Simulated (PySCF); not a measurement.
# C2H7FOSi2: core ionisation energies

C2H7FOSi2.
Atom-mapped SMILES: `[F:1][Si@H:2]1[CH2:3][CH2:4][SiH2:5][O:6]1`

Cartesian coordinates in Å at the PBE0-D3(BJ)/def2-SVP level; atoms count from 1:
```
atom  x, y, z in Å
F1     1.5493   -1.2099    1.8385
Si2    1.2852   -0.9195    0.2630
C3    -0.5371   -1.0965   -0.1528
C4    -1.1894    0.2814    0.1072
Si5    0.1186    1.5941   -0.3040
O6     1.5228    0.6966   -0.0434
H7     2.2495   -1.7587   -0.4862
H8    -0.6029   -1.3562   -1.2250
H9    -1.0356   -1.9113    0.3957
H10   -2.1289    0.4110   -0.4529
H11   -1.4428    0.3834    1.1759
H12    0.0719    2.0424   -1.7277
H13    0.0881    2.7833    0.5929
```

Level of theory: delta-SCF UKS SCAN, pcX-2 on the ionised atom, pcseg-1 elsewhere, spin-free X2C (PySCF). Binding energies are ΔSCF values: E(core-ionised, relaxed orbitals) − E(ground state) at a fixed geometry, referred to the vacuum level.

Q: List the computed XPS lines with their assignment.

A: 
```tsv
atom(s)	bonded to	level	binding energy (eV)	2p1/2 (eV)	above the level's lowest (eV)	count
Si5	O, C and 2 H	Si 2p3/2	107.42	108.04	0.00	1
Si2	F, O, C and H	Si 2p3/2	108.11	108.73	+0.69	1
C4	C, 2 H and Si	C 1s	290.56	–	0.00	1
C3	C, 2 H and Si	C 1s	290.63	–	+0.07	1
O6	2 Si	O 1s	537.92	–	0.00	1
F1	Si	F 1s	692.20	–	0.00	1
Si5	O, C and 2 H	Si 1s	1847.30	–	0.00	1
Si2	F, O, C and H	Si 1s	1848.20	–	+0.90	1
```

The 2 C 1s values lie within 0.07 eV of each other; Gaussian lines of 0.5 eV full width would blend them into one maximum.

Lowest listed Si 1s: Si5, bonded to O, C and 2 H. Highest, 0.90 eV above it: Si2, bonded to F, O, C and H.

Lowest listed Si 2p3/2: Si5, bonded to O, C and 2 H. Highest, 0.69 eV above it: Si2, bonded to F, O, C and H. Summing the Pauling electronegativity differences to the bonded atoms, each weighted by its formal bond order, gives +2.79 for the lowest site and +4.57 for the highest.

Q: Which photon energy gives electrons from C 1s of C3 a kinetic energy of 100 eV, and what is their de Broglie wavelength?

A: hν = 290.63 + 100 = 390.63 eV, recoil neglected; λ = 12.264 Å/√(E/eV) = 1.23 Å.

Q: Express the binding energy of C 1s of C3 in atomic units and per mole.

A: 290.63 eV = 10.6805 Eh = 28042 kJ/mol.

The 2p values add to the ΔSCF energy of one spin-free hole a correction within the shell (spin–orbit coupling, ligand field). 2p1/2 minus 2p3/2 (ligand field included): Si 0.63 eV. The structure is a single PBE0-D3(BJ)/def2-SVP conformer in the gas phase; no vibrational or solvent corrections.
